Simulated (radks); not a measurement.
Valence configurations of the cerium ion Ce2+ (all share [Xe]). All-electron calculation, scalar-relativistic Kohn-Sham, PBE, spin-polarised, spherical densities, finite nucleus; open shells are filled with parallel spins first (spin-orbit coupling, left out, can overturn this in heavy ions); Fermi nuclear charge, rms radius 4.8771 fm. Program: a radial shooting solver on a logarithmic mesh with Libxc functionals. Order these by energy: 5d2; 4f1 6s1; 6s2; 4f1.5 6s0.5; 4f1 6s0.5 6p0.5; 4f1 6p1; 4f2; 4f1.5 5d0.5; 4f1 5d1.

Answer. From the lowest, in eV above it: 4f2 0.000; 4f1.5 5d0.5 0.334; 4f1.5 6s0.5 0.779; 4f1 5d1 1.541; 4f1 6s1 2.944; 4f1 6s0.5 6p0.5 4.896; 4f1 6p1 6.829; 5d2 7.017; 6s2 12.868. NIST lists [Xe] 4f2 as the ground configuration; this level of theory agrees among the configurations tried. The energies are those of spherical high-spin densities, not of single terms.
